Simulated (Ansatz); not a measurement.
Species, as SMILES: N[BH] (BH-NH2), doublet.
Atoms: B1, N2, H3, H4, H5. Bonds: B1-N2, B1-H3, N2-H4, N2-H5.

Basis-set convergence of the optimised B1-H3 bond length at PBE with Ansatz (an electronic-structure program). Cartesian d functions, on some or all atoms, in 6-31G*, 6-31+G*, 6-31G**; all else is spherical. The program fits the integrals of some runs and decomposes those of others, by size. Open shells are unrestricted. No added dispersion term, no relativity. Reference: the value in def2-QZVPPD, 1.1998 Å, itself unsure by roughly 0.0001 Å (its mean distance from pcseg-3, def2-QZVPP, cc-pVQZ). Deviations are taken from unrounded values.

```tsv
basis	functions
STO-3G	13
3-21G	24
6-31G	24
6-31G*	36
6-31+G*	44
6-31G**	45
6-311G**	54
6-311+G**	62
aug-pcseg-1	73
6-311++G(2d,2p)	84
6-311++G(3df,3pd)	132
aug-pcseg-2	161
```

### Question
Which is the smallest set listed that can be trusted to 0.003 Å here, that is, within that of the reference together with its larger relatives (same family, alike in diffuse functions; a set with none to test it counts only in the reference's own line)?

### Answer
The smallest set listed that lies within 0.003 Å of the reference with all its larger relatives (same family, alike in diffuse functions; a set with none counts only in the reference's own line) is 6-311+G** (62 functions, 0.0012 Å off). Inside, with no larger relative to test it: 6-311G**, aug-pcseg-2. Value minus reference: STO-3G -0.0189, 3-21G 0.0076, 6-31G 0.0065, 6-31G* 0.0071, 6-31+G* 0.0057, 6-31G** 0.0056, 6-311G** 0.0021, 6-311+G** 0.0012, aug-pcseg-1 0.0090, 6-311++G(2d,2p) 0.0004, 6-311++G(3df,3pd) 0.0004, aug-pcseg-2 0.0004 Å.
